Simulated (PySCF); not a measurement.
A calculated (r2SCAN, PySCF 2.14, aug-cc-pVDZ-DK, scalar relativity by spin-free X2C-1e) atom or ion has these occupied shells.

```tsv
shell	electrons	orbital energy (eV)	rms radius, mean of both spins (bohr)
1s	2	-14176.7	0.0478
2s	2	-1877.9	0.199
2p	6	-1658.7	0.177
3s	2	-270.51	0.567
3p	6	-199.79	0.583
3d	10	-83.045	0.617
4s	2	-23.997	1.69
4p	6	-9.686	2.10
```

Problem. Name the element and its charge.

Solution. Kr (krypton, neutral), in [Kr], closed-shell 1S.
